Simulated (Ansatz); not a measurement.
Two structures, one formula

The two ends of one reaction step of GaH3BrCl, closed shell (PBE0-D4/def2-TZVP).

A:

Ga1  (-0.302, -0.775, 0.362)
Cl2  (-0.579, 1.785, -0.536)
H3  (-1.185, -1.455, -0.723)
H4  (-0.581, -0.484, 1.863)
H5  (0.680, 1.559, -0.744)
Br6  (1.967, -0.630, -0.222)
(Å)

B:

```tsv
atom	x (Å)	y (Å)	z (Å)
Ga1	-0.7864	-0.4077	0.3363
Cl2	-1.0285	1.6466	-0.3792
H3	-1.1769	-1.4931	-0.7080
H4	-0.5751	-0.5226	1.8735
H5	1.5592	1.0398	-0.7526
Br6	2.0077	-0.2630	-0.3700
```

Ansatz 0.2.0; basis: def2-TZVPP; cores frozen in the correlated methods. Filled d shells of the heavier atoms are correlated. The def2 sets are not built for correlating such inner shells, so the correlated values are less sure here. B3LYP uses VWN-RPA correlation.

(1) Which structure is lower at CCSD(T), and by how much? (To be estimated.)

T1 diagnostic: at most 0.010.

Results:

(1) Computed: A, by 11.3 kJ/mol (electronic energy, against the other). By their contacts, A is GaH₃BrCl ([ClH][GaH2][Br]) and B is GaH₃BrCl ([Cl][GaH2][BrH]).

All methods give the same order:

| method | E(B) − E(A) (kJ/mol) |
| --- | --- |
| SPW92 | 14.4 |
| PBE-D4 | 12.9 |
| BLYP-D4 | 11.1 |
| r2SCAN-D4 | 11.9 |
| B97M-V | 7.5 |
| PBE0-D4 | 13.2 |
| B3LYP-D4 | 11.4 |
| r2SCAN0-D4 | 12.7 |
| BHLYP-D4 | 11.8 |
| CAM-B3LYP-D4 | 10.7 |
| wB97X-V | 10.8 |
| wB97M-V | 11.9 |
| B2PLYP | 11.6 |
| PBE-QIDH | 13.1 |
| RPA on PBE | 9.9 |
| HF | 10.5 |
| MP2 | 12.3 |
| CCSD | 10.8 |
| CCSD(T) | 11.3 |

Labels in which every atom is bracketed show which atoms are joined, not bond orders.

For scale, one of the runs: CCSD(T)/def2-TZVPP, 180 basis functions, launched by `ansatz run in.yaml --threads 4 --pin off --events-out ev --progress --plain --max-ram 9574MiB`. Hardware: 4 CPU threads of an Intel Xeon, shared host. Wall time 70 s; peak host memory 1.7 GiB.
